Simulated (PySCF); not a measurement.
ScBr3, SMILES [Sc]([Br])([Br])[Br].

Geometry optimised at B3LYP-D3(BJ)/def2-SVP.

Two levels are set side by side: TDDFT-PBE/def2-SVPD (PySCF) and TDDFT-B3LYP/def2-SVPD (PySCF). Vertical, same geometry. The lowest singlet is HOMO→LUMO 100 % with PBE and HOMO→LUMO 100 % with the other functional; states are paired by order. Differences are taken from unrounded values.

| quantity | TDDFT-B3LYP |
|---|---|
| lowest singlet excitation (eV) | 3.47 |
| lowest triplet excitation (TDA) (eV) | 3.47 |

Q: What does TDDFT-PBE give, and how far is it from TDDFT-B3LYP? (Estimate from the structure and the level; the computed values follow.)

A: 
| quantity | TDDFT-PBE | TDDFT-PBE minus TDDFT-B3LYP |
|---|---|---|
| lowest singlet excitation (eV) | 3.03 | -0.44 |
| lowest triplet excitation (TDA) (eV) | 3.03 | -0.44 |

A lower first singlet is the usual sign of a functional without exact exchange. Differences between two approximate levels are no errors against the true value.

Rough cost on one machine, each run with all the roots and properties that it gave: TDDFT-B3LYP against TDDFT-PBE within a factor of 2.
